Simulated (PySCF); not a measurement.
Atomic charges by several schemes

C4H5F3O2Si.
Cartesian coordinates in Å at the GFN2-xTB level; atoms count from 1:
```
atom  x, y, z in Å
O1    -0.3606   -2.9682    0.3301
C2    -0.8181   -1.8787    0.1341
C3    -0.0837   -0.6007    0.3443
C4     1.1790   -0.6411    0.8049
C5     1.9822    0.6002    1.0130
F6     1.4444    1.4304    1.9222
F7     2.1147    1.3208   -0.1167
F8     3.2233    0.3275    1.4349
O9    -0.7121    0.5360    0.1041
Si10  -1.7549    1.1700   -0.9931
H11   -1.8493   -1.7240   -0.2304
H12    1.6533   -1.5819    1.0263
H13   -1.0529    1.2520   -2.2696
H14   -2.0214    2.4316   -0.3287
H15   -2.9484    0.3343   -1.1396
```

Density: PBE0/pcSseg-1 (PySCF); schemes: Mulliken, IAO, Hirshfeld and ESP-fitted. Geometry: GFN2-xTB, one conformer, isolated molecule. GFN2-xTB frequencies show an imaginary mode (62i cm⁻¹), so this geometry is no minimum at that level.

Problem. Give the atomic charges in each scheme.

Solution. In e; atoms taken as equivalent share a row and are averaged (×n: the atom named and its like, n in all):

```tsv
atom	environment	Mulliken	IAO	Hirshfeld	ESP-fitted
O1	aldehyde oxygen	-0.324	-0.362	-0.196	-0.425
C2	aldehyde carbon	+0.308	+0.237	+0.125	+0.428
C3	vinylic carbon bearing oxygen	+0.197	+0.179	+0.076	+0.162
C4	alkene CH carbon	-0.291	-0.238	-0.091	-0.391
C5	CF3 carbon	+0.880	+0.807	+0.255	+0.651
F6/F7/F8	fluorine of a CF3 group	-0.271	-0.281	-0.100	-0.204
O9	silyl ether oxygen	-0.615	-0.567	-0.180	-0.335
Si10	oxygen-bound silicon	+0.700	+0.874	+0.412	+0.574
H11	formyl hydrogen	+0.090	+0.106	+0.045	+0.020
H12	vinylic hydrogen	+0.145	+0.197	+0.058	+0.212
H13/H14/H15	Si–H hydrogen	-0.093	-0.130	-0.068	-0.095
```

Mean size of the charges over all atoms: IAO 0.320 e, Mulliken 0.310 e, ESP-fitted 0.273 e, Hirshfeld 0.130 e. Each set sums to the total charge, 0, to within 0.001 e. The Mulliken scheme counts on each atom the diagonal of the density matrix times the overlap matrix over that atom's basis functions. The Hirshfeld scheme weights the molecular density at each point by an atom's share of the summed free-atom densities.

Some averages cover members that differ in this geometry: H13/H14/H15, IAO -0.145 to -0.113; H13/H14/H15, ESP-fitted -0.112 to -0.082 e.

Lowest charge. The schemes don't all agree: Mulliken O9 (-0.615); IAO O9 (-0.567); Hirshfeld O1 (-0.196); ESP-fitted O1 (-0.425).

Highest charge. The schemes don't all agree: Mulliken C5 (+0.880); IAO Si10 (+0.874); Hirshfeld Si10 (+0.412); ESP-fitted C5 (+0.651).

Problem. Sum the charges by element, for elements with more than one atom.

Solution. 
```tsv
element	atoms	Mulliken	IAO	Hirshfeld	ESP-fitted
O	2	-0.939	-0.929	-0.376	-0.760
C	4	+1.096	+0.985	+0.365	+0.851
F	3	-0.813	-0.844	-0.300	-0.611
H	5	-0.043	-0.086	-0.101	-0.054
```

Problem. How many electrons does the Hirshfeld scheme count on Si10?

Solution. Z − q = 14 − (+0.412) = 13.588.
